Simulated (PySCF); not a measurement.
Species: C₂H₅FGeO.
Atom-mapped SMILES: `[CH3:1][C:2](=[O:3])[GeH2:4][F:5]` (hydrogens: H6, H7, H8 on C1; H9, H10 on Ge4)

Computed by this run: PySCF, PBE0-D3(BJ)/def2-SVP geometry optimisation, gas phase; density fitting, grid level 1; the optimiser is geomeTRIC in internal coordinates, started from a GFN2-xTB structure with every atom displaced at random (about 0.01 Å).

Step 8: E = -63411.3724 eV
```
atom  x, y, z in Å  |  force x, y, z in eV/Å
C1     -1.4685    0.1734   -0.2402    0.006  -0.001  -0.017
C2     -0.2481    0.4859    0.5713    0.024   0.037   0.048
O3     -0.2390    1.2206    1.5281   -0.038  -0.045  -0.014
Ge4     1.4955   -0.3620    0.0649    0.003   0.022  -0.002
F5      1.4644   -0.5932   -1.6719   -0.006  -0.035  -0.002
H6     -1.6786   -0.9080   -0.1809    0.000   0.011   0.004
H7     -1.2741    0.3923   -1.3023    0.002   0.001   0.000
H8     -2.3315    0.7456    0.1274   -0.004   0.006  -0.004
H9      1.6724   -1.7607    0.6848    0.003   0.012   0.001
H10     2.6550    0.5892    0.3858    0.009  -0.007  -0.014
```

Step 9: E = -63411.3741 eV
```
atom  x, y, z in Å  |  force x, y, z in eV/Å
C1     -1.4671    0.1765   -0.2419    0.017  -0.004  -0.042
C2     -0.2494    0.4833    0.5758   -0.018   0.039   0.035
O3     -0.2496    1.2098    1.5384    0.008  -0.034   0.013
Ge4     1.4966   -0.3601    0.0658   -0.006   0.013  -0.011
F5      1.4555   -0.6101   -1.6684   -0.007  -0.023   0.004
H6     -1.6769   -0.9052   -0.1916   -0.003   0.001   0.000
H7     -1.2690    0.4041   -1.3015   -0.003  -0.004  -0.003
H8     -2.3318    0.7456    0.1268    0.006   0.004   0.000
H9      1.6808   -1.7541    0.6923    0.002   0.007   0.017
H10     2.6585    0.5934    0.3712    0.005   0.000  -0.014
```

Step 10: E = -63411.3791 eV
```
atom  x, y, z in Å  |  force x, y, z in eV/Å
C1     -1.4437    0.2070   -0.2663   -0.001   0.156   0.021
C2     -0.2688    0.4581    0.6327    0.006  -0.109  -0.235
O3     -0.3210    1.0825    1.6596    0.047   0.031   0.118
Ge4     1.4921   -0.3383    0.0727   -0.026  -0.126  -0.023
F5      1.3406   -0.7865   -1.6165   -0.034   0.134  -0.002
H6     -1.6423   -0.8747   -0.3179    0.001  -0.056  -0.010
H7     -1.2017    0.5296   -1.2920   -0.007  -0.033   0.007
H8     -2.3315    0.7368    0.1087    0.013  -0.023  -0.002
H9      1.7588   -1.6724    0.7809    0.023  -0.027   0.149
H10     2.6650    0.6412    0.2050   -0.022   0.052  -0.023
```

Step 11: E = -63411.3847 eV
```
atom  x, y, z in Å  |  force x, y, z in eV/Å
C1     -1.4470    0.2057   -0.2646    0.014   0.066  -0.027
C2     -0.2628    0.4548    0.6212   -0.069  -0.055  -0.135
O3     -0.3091    1.0899    1.6429    0.077   0.021   0.110
Ge4     1.4939   -0.3479    0.0715   -0.009  -0.078   0.010
F5      1.3510   -0.7579   -1.6275   -0.008   0.059   0.015
H6     -1.6511   -0.8766   -0.3051   -0.003  -0.025  -0.010
H7     -1.2121    0.5158   -1.2954   -0.008  -0.022  -0.006
H8     -2.3289    0.7423    0.1133    0.014  -0.011   0.005
H9      1.7557   -1.6833    0.7887    0.009   0.018   0.054
H10     2.6578    0.6405    0.2218   -0.016   0.025  -0.018
```

**Question.** Estimate the geometry and energy of step 12. (The exact step hangs on the optimiser's Hessian estimate; all steps are aligned on step 11, rigid shifts and turns removed.)

**Answer.** E = -63411.3890 eV, largest force 0.104 eV/Å
```
atom  x, y, z in Å  |  force x, y, z in eV/Å
C1     -1.4439    0.2163   -0.2722    0.012   0.021  -0.020
C2     -0.2635    0.4374    0.6255   -0.069  -0.025  -0.074
O3     -0.3110    1.0475    1.6633    0.058   0.005   0.072
Ge4     1.4935   -0.3551    0.0735   -0.004  -0.019   0.035
F5      1.3282   -0.7841   -1.6178    0.004   0.000   0.004
H6     -1.6543   -0.8645   -0.3341   -0.003  -0.004  -0.006
H7     -1.2028    0.5413   -1.2965   -0.003  -0.008  -0.008
H8     -2.3246    0.7500    0.1119    0.009  -0.003   0.005
H9      1.7845   -1.6631    0.8307    0.007   0.019  -0.002
H10     2.6415    0.6575    0.1824   -0.010   0.013  -0.007
```

The energy changes by -0.0043 eV. The first-order estimate −F·Δx gives -0.0056 eV and the mean of the old and new forces, exact on a quadratic surface, -0.0043 eV. The step makes an angle of 78° with the force vector and moves no atom by more than 0.055 Å.

What follows is the cost of the whole optimisation. On one thread of an Arm Neoverse V2 (shared host), this took 74 s and 0.48 GiB of memory at its peak.
